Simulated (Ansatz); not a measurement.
H$_{4}$HfO$_{2}$Se$_{2}$, SMILES `[OH][Hf]([OH])([SeH])[SeH]`. Charge 0, multiplicity 1. Hf takes the def2 core potential. The geometry is a stationary point of PBE0-D4/def2-TZVP. It is one conformer, not always the lowest.

```xyz
9

O    -1.026   -0.755   -1.146
Hf    0.286    0.081   -0.050
O     1.933    0.521   -0.882
Se   -0.796    2.260    0.867
Se    0.979   -1.524    1.867
H    -1.475   -1.271   -1.809
H     2.649    0.707   -1.482
H    -2.109    1.738    0.457
H    -0.441   -1.757    2.178
```

Task: What is the dipole moment at PBE/def2-TZVPP? (An estimate is asked.)

Result: The calculation gave: 3.75 D, with components (-0.08, -1.00, -3.61) D in this frame, pointing from negative to positive charge.

Task: And with r2SCAN, B3LYP, ωB97M-V? (Estimate.)

Result: Ansatz gave: r2SCAN 3.87 D, B3LYP 3.80 D, ωB97M-V 3.95 D.

Task: Give the Mulliken charges with PBE, ωB97M-V, r2SCAN in def2-TZVPP. (Best estimate.)

Result: The calculation gave: 
```
atom    PBE  ωB97M-V  r2SCAN
  O1  -0.35    -0.38   -0.44
 Hf2   0.75     0.82    0.93
  O3  -0.35    -0.37   -0.43
 Se4  -0.26    -0.28   -0.30
 Se5  -0.27    -0.28   -0.30
  H6   0.19     0.17    0.20
  H7   0.19     0.17    0.20
  H8   0.06     0.08    0.07
  H9   0.05     0.07    0.06
```

B3LYP here is the variant with VWN-RPA as its local correlation; programs differ in this.
